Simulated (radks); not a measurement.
Mg, configuration [Ne] 3s2 (the NIST ground configuration).

Method: scalar-relativistic Kohn-Sham, PBE, spin-polarised, spherical densities, point nucleus; hard spherical wall at 4 bohr; computed with a radial shooting solver on a logarithmic mesh with Libxc functionals.

Energy parts (eV):
total: -5440.722
kinetic: 5488.419
electron-nucleus: -13158.881
Hartree: 2679.399
exchange-correlation: -449.659

Orbitals (lengths in bohr, moments of r in powers of bohr; r(max) is where P^2 peaks):
orbital  occ.  eigenvalue (eV)   r(max)
1s          2        -1253.033  0.08507
2s          2         -73.7463   0.5471
2p          6         -40.5444   0.4796
3s          2           2.6053    2.202
3p          0           9.1220    2.365
3d          0          17.4642    2.451
4s          0          39.6357    3.124

The highest occupied level is 3s at 2.605 eV. The pressure on the wall is 56.1 GPa.
